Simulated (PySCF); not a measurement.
AsF2GaH2, SMILES [F][Ga]([F])[AsH2].

Geometry: PBE0-D3(BJ)/def2-SVP.

Calculation: PBE/def2-TZVP (PySCF).

Symmetry labels are those of the subgroup Cs that the program uses (full group Cs).

### Question
List the valence orbital energies around the gap with their symmetry. (The exact figures need the calculation; the answer reports its results.)

### Answer

| orbital | symmetry | energy (eV) |
|---|---|---|
| HOMO−7 | A" | -10.21 |
| HOMO−6 | A" | -9.68 |
| HOMO−5 | A' | -9.49 |
| HOMO−4 | A' | -9.39 |
| HOMO−3 | A" | -8.93 |
| HOMO−2 | A" | -8.73 |
| HOMO−1 | A' | -8.41 |
| HOMO | A' | -7.39 |
| LUMO | A' | -2.34 |
| LUMO+1 | A' | -1.87 |
| LUMO+2 | A" | -1.17 |
| LUMO+3 | A' | -0.54 |
